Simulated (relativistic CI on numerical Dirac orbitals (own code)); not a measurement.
# Radial parameters of W XIII

Computed by Dirac-Coulomb-Breit CI, separate exchange-only KLI orbitals for each configuration, model QED (radiative potential, 1s self-energy scaled to tabulated hydrogen-like ionisation energies), unscaled Slater integrals (own radial code, finite nucleus).

Slater integrals F^k, G^k are unscaled and averaged over j, outside the closed core [Kr] 4d10; ζ comes from projecting the Hamiltonian with its Breit term on Σ l·s of the shell.

- 4f13 5s2 5p: ζ(4f) = 4957.4, F^2(4f,5p) = 75376, G^2(4f,5p) = 30169, G^4(4f,5p) = 25688, ζ(5p) = 74454 cm⁻¹; <r>(4f) = 0.5595, <r^2>(4f) = 0.3765, <r>(5p) = 1.071, <r^2>(5p) = 1.28 (bohr units).
- 4f14 5s 5p: G^1(5s,5p) = 129380, ζ(5p) = 71993 cm⁻¹; <r>(5s) = 0.9805, <r^2>(5s) = 1.071, <r>(5p) = 1.078, <r^2>(5p) = 1.296 (bohr units).
- 4f14 5s 5d: G^2(5s,5d) = 77161, ζ(5d) = 6894 cm⁻¹; <r>(5s) = 0.9794, <r^2>(5s) = 1.069, <r>(5d) = 1.258, <r^2>(5d) = 1.774 (bohr units).

Averages of the first 10 configurations, taken without configuration mixing, which lowers the lowest level and can move excited configurations by several eV; other configurations of the list can lie among them:

```csv
Configuration,Parity,States,Average energy above the lowest level (eV)
4f14 5s2,even,1,1.1
4f13 5s2 5p,even,84,12.6
4f14 5s 5p,odd,12,39.8
4f14 5s 5d,even,20,96.4
4f13 5s2 5d,odd,140,71.5
4f14 5s 5f,odd,28,151.1
4f13 5s2 6s,odd,28,106.2
4f14 5p 5d,odd,60,137.9
4f14 5p2,even,15,83.1
4f13 5p3,even,280,99.4
```
